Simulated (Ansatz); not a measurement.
Method: Ansatz (an electronic-structure program) with frozen-core CCSD(T)/cc-pVDZ // PBE-D3(BJ)/def2-SVP.

Ansatz 0.2 input:
```yaml
crystal:
  periodic: [false, false, false]
  atoms:
    - { symbol: C, position_ang: [2.499751, -0.959006, 0.064827] }
    - { symbol: O, position_ang: [1.749301, 0.082806, -0.525795] }
    - { symbol: Si, position_ang: [0.130507, 0.354634, -0.193304] }
    - { symbol: C, position_ang: [-0.414147, 1.726125, -1.343681] }
    - { symbol: C, position_ang: [-0.1396, 0.781028, 1.620633] }
    - { symbol: O, position_ang: [-0.645284, -1.101569, -0.550511] }
    - { symbol: C, position_ang: [-2.001921, -1.379649, -0.299516] }
    - { symbol: H, position_ang: [2.648393, -0.80433, 1.159717] }
    - { symbol: H, position_ang: [2.017129, -1.951778, -0.078443] }
    - { symbol: H, position_ang: [3.502694, -0.989059, -0.409648] }
    - { symbol: H, position_ang: [0.127264, 2.668336, -1.123618] }
    - { symbol: H, position_ang: [-0.209065, 1.447318, -2.396484] }
    - { symbol: H, position_ang: [-1.500521, 1.926447, -1.242913] }
    - { symbol: H, position_ang: [-1.208865, 0.982796, 1.838276] }
    - { symbol: H, position_ang: [0.435828, 1.687081, 1.89997] }
    - { symbol: H, position_ang: [0.18565, -0.048888, 2.280805] }
    - { symbol: H, position_ang: [-2.268478, -1.28545, 0.780333] }
    - { symbol: H, position_ang: [-2.219959, -2.424172, -0.607024] }
    - { symbol: H, position_ang: [-2.688676, -0.712669, -0.873624] }
basis:
  gaussian: { orbitals: cc-pVDZ }
correlation:
  method: ccsd_t
```

Output:

```
Functional definition: HF
1480 factors; integrals over basis functions are off by at most 1.4e-3 eV
mean field evaluation 1: about -16246.2458 eV, gradient 4.4e1 eV
mean field evaluation 2: about -16246.4446 eV, gradient 4.4e1 eV
mean field evaluation 4: about -16250.9727 eV, gradient 5.1e0 eV
mean field evaluation 8: about -16251.0468 eV, gradient 1.8e-4 eV
mean field evaluation 16: about -16250.7403 eV, gradient 5.0e0 eV
mean field -16251.04682242 eV, -597.2149553688 hartree, gradient 9.2e-7 eV, S^2 0.000000; 0 other end points of the search recorded, 0 dependent functions left out
11 core orbitals not correlated
reference -16251.04682242 eV, -597.2149553688 hartree; 22, 22 occupied and 129, 129 virtual orbitals, 1480 factors
second order -28.46993559 eV of doubles, -0.00000000 eV of singles
cycle   1  -29.72449483 eV  change    -1.3e0 eV  update   1.2e-1
cycle   2  -30.47289634 eV  change   -7.5e-1 eV  update   3.4e-2
cycle   3  -30.64888803 eV  change   -1.8e-1 eV  update   1.6e-2
cycle   4  -30.64698514 eV  change    1.9e-3 eV  update   3.4e-3
cycle   5  -30.64748030 eV  change   -5.0e-4 eV  update   1.3e-3
cycle   6  -30.64793099 eV  change   -4.5e-4 eV  update   3.9e-4
cycle   7  -30.64776923 eV  change    1.6e-4 eV  update   1.5e-4
cycle   8  -30.64773150 eV  change    3.8e-5 eV  update   4.7e-5
perturbative correction -0.82080104 eV, -0.0301638818 hartree
Total energy: -16282.51535496 eV, -598.3714026094 hartree
```

Cost: roughly 2.8 core-minutes.
